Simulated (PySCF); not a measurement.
# Electron correlation in Al+ (aluminium, charge +1)

[Ne] 3s2, closed-shell 1S. Calculation: PySCF 2.14, in def2-TZVP (5s5p2d1f, 37 functions); the non-relativistic Hamiltonian (point nucleus). Frozen: [Ne]; 2 electrons correlated.

Total MP2 correlation energy: -27.27 mhartree.

Same-spin part 0.00 and opposite-spin part -27.27 mhartree; SCS-MP2 scales them by 1/3 and 6/5 to -32.72 mhartree.

With two correlated electrons CCSD is exact within the correlated space (frozen core and kept virtual orbitals).

| level | correlation energy (mhartree) |
| --- | --- |
| CCSD | -39.34 |

Diagnostics: T1 = 0.0086, D1 = 0.0121, largest double amplitude 0.112.

Cost of the coupled-cluster step: 0.1 s of wall time on 1 thread of Neoverse-V1 (shared host), for 2 correlated electrons.

Iterations:

```
CC2 = 0
CCSD nocc = 1, nmo = 32
frozen orbitals [0, 1, 2, 3, 4]
max_cycle = 100
direct = 0
conv_tol = 1e-08
conv_tol_normt = 1e-06
diis_space = 8
diis_start_cycle = 0
Init t2, MP2 energy = -241.696003086599  E_corr(MP2) -0.0272683292591926
Init E_corr(CCSD) = -0.0272683292592211
cycle = 1  E_corr(CCSD) = -0.0342074484087393  dE = -0.00693911915  norm(t1,t2) = 0.0484655
cycle = 2  E_corr(CCSD) = -0.0369363362664936  dE = -0.00272888786  norm(t1,t2) = 0.0228276
cycle = 3  E_corr(CCSD) = -0.0393617921503712  dE = -0.00242545588  norm(t1,t2) = 0.0112744
cycle = 4  E_corr(CCSD) = -0.039335376035398  dE = 2.6416115e-05  norm(t1,t2) = 0.000667141
cycle = 5  E_corr(CCSD) = -0.0393473675738807  dE = -1.19915385e-05  norm(t1,t2) = 6.01623e-05
cycle = 6  E_corr(CCSD) = -0.0393431933404669  dE = 4.17423341e-06  norm(t1,t2) = 1.51083e-05
cycle = 7  E_corr(CCSD) = -0.039344050935901  dE = -8.57595434e-07  norm(t1,t2) = 3.89666e-06
cycle = 8  E_corr(CCSD) = -0.0393439812316543  dE = 6.97042468e-08  norm(t1,t2) = 3.85992e-07
cycle = 9  E_corr(CCSD) = -0.0393439770032758  dE = 4.22837849e-09  norm(t1,t2) = 3.0796e-08
CCSD converged
E(CCSD) = -241.7080787343431  E_corr = -0.03934397700327579
```
